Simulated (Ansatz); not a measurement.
Start from `N[SiH2]CO` and change one atom or group to get `N[SiH2][CH2][GeH2][NH2]`.

Ansatz, PBE0-D4/def2-TZVP geometries, multiplicity 1. Each molecule was computed in one conformer, which needn't be the lowest.

Scalar relativity is left out up to krypton.

```csv
property,`N[SiH2]CO`
HOMO energy (PBE/def2-TZVPP) / eV,-5.79
LUMO energy (B3LYP/def2-TZVPP) / eV,-0.05
HOMO–LUMO gap (PBE0/def2-TZVPP) / eV,7.56
LUMO energy (ωB97M-V/def2-TZVPP) / eV,1.75
LUMO energy (PBE/def2-TZVPP) / eV,-0.59
HOMO–LUMO gap (PBE/def2-TZVPP) / eV,5.20
```

Q: Give the same properties after the change, and the shifts. (Best estimate.)

A: Ansatz gave: 
```csv
property,`N[SiH2][CH2][GeH2][NH2]`,shift
HOMO energy (PBE/def2-TZVPP) / eV,-5.64,0.15
LUMO energy (B3LYP/def2-TZVPP) / eV,0.18,0.23
HOMO–LUMO gap (PBE0/def2-TZVPP) / eV,7.53,-0.03
LUMO energy (ωB97M-V/def2-TZVPP) / eV,1.94,0.19
LUMO energy (PBE/def2-TZVPP) / eV,-0.36,0.23
HOMO–LUMO gap (PBE/def2-TZVPP) / eV,5.28,0.08
```

B3LYP here is the variant with VWN-RPA as its local correlation; programs differ in this.
